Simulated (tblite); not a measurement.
Species: C6H15N.
Geometry (GFN2-xTB, Å), atoms numbered from 1 in this order:
```xyz
22
C6H15N angstrom
C      2.035   -1.317    0.345
C      1.549    0.111    0.555
C      0.369    0.457   -0.365
C     -0.038    1.927   -0.186
N     -0.716   -0.502   -0.188
C     -1.591   -0.606   -1.333
C     -1.481   -0.353    1.031
H      2.395   -1.451   -0.672
H      1.217   -2.012    0.513
H      2.846   -1.549    1.032
H      1.260    0.248    1.599
H      2.360    0.812    0.347
H      0.715    0.323   -1.397
H      0.776    2.576   -0.498
H     -0.269    2.142    0.854
H     -0.910    2.159   -0.794
H     -2.222    0.284   -1.487
H     -0.998   -0.771   -2.232
H     -2.248   -1.464   -1.193
H     -2.089   -1.248    1.169
H     -2.156    0.517    1.016
H     -0.812   -0.263    1.883
```

Calculated harmonic vibrations of the isolated species, GFN2-xTB (tblite), most abundant isotopes, no scaling. This tight-binding method is rough: wavenumbers can miss measured ones by several per cent, in bad cases by 10 to 20. One conformer, not necessarily the lowest.

Harmonic wavenumbers (cm⁻¹): 60.5, 110.0, 182.5, 199.7, 208.3, 228.6, 245.3, 277.9, 313.8, 393.9, 432.1, 488.3, 535.9, 768.2, 843.2, 900.9, 977.0, 1000.2, 1032.7, 1046.8, 1065.9, 1078.0, 1111.9, 1112.8, 1151.4, 1171.2, 1221.0, 1254.2, 1281.4, 1292.7, 1344.0, 1364.3, 1399.8, 1407.0, 1413.6, 1427.6, 1484.2, 1488.1, 1492.6, 1495.2, 1500.2, 1502.4, 1506.4, 1510.0, 1514.2, 2835.2, 2849.8, 2914.3, 2969.8, 2987.5, 2989.9, 2998.4, 3014.7, 3029.3, 3030.2, 3034.3, 3035.8, 3040.8, 3043.1, 3058.0.

A = 3102, B = 1982, C = 1657 MHz; mass 101.120 u (most abundant isotopes); point group C1, symmetry number 1.

Zero-point energy?

½Σν̃ = 44334 cm⁻¹ = 126.75 kcal/mol.

Entropy at 298.15 K, 1 bar (ideal gas, RRHO, classical rotation)?

Translation 39.78, rotation 27.85, vibration 25.46: S = 93.1 cal/(mol K).

And Cp and H(298.15 K) − H(0)?

Cp = 36.51 cal/(mol K), of which vibrations give 28.56 (their classical limit is 60 R = 119.2); H(298.15 K) − H(0) = 6.61 kcal/mol without the zero-point energy, 4.24 from vibrations.

What must be added to the electronic energy to get the Gibbs energy at 298.15 K and 1 bar?

ZPE + [H(298.15 K) − H(0)] − T·S = 126.75 + 6.61 − 27.75 = 105.61 kcal/mol.

Which modes carry the vibrational entropy at 298.15 K?

60.5 cm⁻¹: 4.44; 110.0 cm⁻¹: 3.27; 182.5 cm⁻¹: 2.30; 199.7 cm⁻¹: 2.14; 208.3 cm⁻¹: 2.06; 228.6 cm⁻¹: 1.89 cal/(mol K); the other 54 give 9.36 together.

Blend soft modes into free rotors: weight 1/[1 + (100 cm⁻¹/ν̃)⁴] for the oscillator and the rest for a rotor with moment μB/(μ + B), μ = h/(8π²ν), B = 10⁻⁴⁴ kg m². What vibrational entropy results?

24.32 cal/(mol K) in place of 25.46, which changes −T·S at 298.15 K by +0.34 kcal/mol.

Hindered rotation and anharmonicity are outside this model. Other conformers, if any are populated, would add a mixing term that is left out. The structure is chiral; the term R ln 2 for an equal mix with its mirror image is left out.

Time: 1.1 s. Hardware: one thread, Arm Neoverse N1 (aarch64), shared host. This covers the Hessian and the dipole derivatives.
